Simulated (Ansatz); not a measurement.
Input for Ansatz (a program for electronic structure): R-CCSD(T)/def2-TZVPPD on CH2IN (a complex), monomers drawn apart or pushed together. Elements past Kr take the def2 small-core potentials; no spin–orbit coupling. Files ending in .json are basis or fitting sets from the Basis Set Exchange. The run froze 11 orbitals, filled d shells among them.

Ansatz 0.2 input:
```yaml
crystal:
  periodic: [false, false, false]
  atoms:
    - {symbol: C, position_ang: [-0.75728567, -0.57204618, -0.31790175]}
    - {symbol: N, position_ang: [-0.20264249, -0.30010856, 0.64590358]}
    - {symbol: H, position_ang: [-1.27406422, -0.82612094, -1.21631018]}
    - {symbol: I, position_ang: [2.63677644, 1.01786932, 5.37085406]}
    - {symbol: H, position_ang: [1.81626188, 0.64300084, 4.02370752]}
basis:
  gaussian:
    orbitals: def2-TZVPPD.json
magnetization: {spin_polarized: false}
correlation: {method: ccsd_t, electrons: outside_noble_gas}
scf: {lower_state_search: off}
```

**Question.** What total energy does the run end on?

**Answer.** -390.6987 hartree (reference determinant -390.1566, T1 diagnostic 0.012).

**Question.** How many basis functions does it have, and what does it roughly cost on one machine?

**Answer.** 167 functions; very roughly 40 core-seconds.
